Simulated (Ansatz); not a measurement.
Mulliken charges of Cl2Sn (`[Cl][Sn][Cl]`) from r2SCAN/def2-TZVPP in Ansatz (PBE0-D4/def2-TZVP geometry).

```json
{"atom": "Cl1", "x (Å)": "1.154", "y (Å)": "1.221", "z (Å)": "0.756", "charge (e)": "-0.383"}
{"atom": "Sn2", "x (Å)": "-0.797", "y (Å)": "0.519", "z (Å)": "-0.377", "charge (e)": "0.766"}
{"atom": "Cl3", "x (Å)": "-0.368", "y (Å)": "-1.804", "z (Å)": "-0.393", "charge (e)": "-0.383"}
```

Q: By hand: the dipole of these point charges (1 e Å = 4.8032 D).

A: Σ q r = (-0.912, 0.621, -0.428) e Å, of length 1.183 e Å = 5.68 D.

Q: How does the dipole of the full density compare? (Best estimate.)

A: Computed: (-0.501, 0.342, -0.235) e Å, 3.12 D; the point charges give 1.82 times that, at 0° from its direction.

Point charges leave out the atoms' own dipoles, such as those of lone pairs, and Mulliken's split depends on the basis, so the two needn't agree.
